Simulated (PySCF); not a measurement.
One entry of a table of gas-phase calculations, keyed by method. Lists by class give the value and the number of equivalent atoms.

```json
{
 "formula": "C5H5S2",
 "smiles": "Cc1csc([S-])c1",
 "inchi": "InChI=1S/C5H6S2/c1-4-2-5(6)7-3-4/h2-3,6H,1H3/p-1",
 "charge": -1,
 "multiplicity": 1,
 "geometry_level": "GFN2-xTB",
 "atoms_angstrom": [
  ["C", -1.711, -0.407, 0.204],
  ["C", -0.317, 0.086, -0.042],
  ["C", -0.024, 1.284, -0.613],
  ["S", 1.69, 1.541, -0.745],
  ["C", 2.03, -0.045, 0.006],
  ["S", 3.588, -0.61, 0.26],
  ["C", 0.834, -0.654, 0.303],
  ["H", -2.443, 0.32, -0.145],
  ["H", -1.88, -1.351, -0.318],
  ["H", -1.872, -0.581, 1.27],
  ["H", -0.694, 2.043, -0.969],
  ["H", 0.8, -1.627, 0.764]
 ],
 "electronic_structure_code": "PySCF",
 "results": {
  "GFN2-xTB geometry": {
   "point_group": "Cs",
   "rotational_constants_GHz": [3.626, 1.308, 0.967]
  },
  "PBE0/pcSseg-1 ground state and GIAO shieldings, non-relativistic": {
   "homo_eV": -0.17,
   "lumo_eV": 4.46,
   "shift_vs_computed_TMS_C_by_class_ppm": [
    [192.0, 1],
    [135.1, 1],
    [122.9, 1],
    [105.8, 1],
    [19.0, 1]
   ],
   "shift_vs_computed_TMS_H_by_class_ppm": [
    [5.97, 1],
    [4.83, 1],
    [1.81, 3]
   ],
   "shielding_other_nuclei_by_class_ppm": [
    ["S", 264.3, 1],
    ["S", 477.8, 1]
   ],
   "charges_hirshfeld_e_by_atom": [-0.13, -0.04, -0.16, -0.03, -0.07, -0.53, -0.15, 0.03, 0.03, 0.03, 0.01, 0.02]
  }
 }
}
```

The rotational constants make it an asymmetric top with κ = (2B − A − C)/(A − C) = -0.74, nearer the prolate limit (−1). With B = h/(8π²I), that is 505.379 GHz u Å² over I, the principal moments of inertia are 139.4, 386.4 and 522.7 u Å² (most abundant isotopes).

 NMR classes are plain means over equivalent atoms (diastereotopic ones count apart unless rotation or inversion swaps them), as if these changed places fast; in this geometry the members of some classes differ. No diffuse functions stand in pcSseg-1, which bears on an anion's orbital energies.
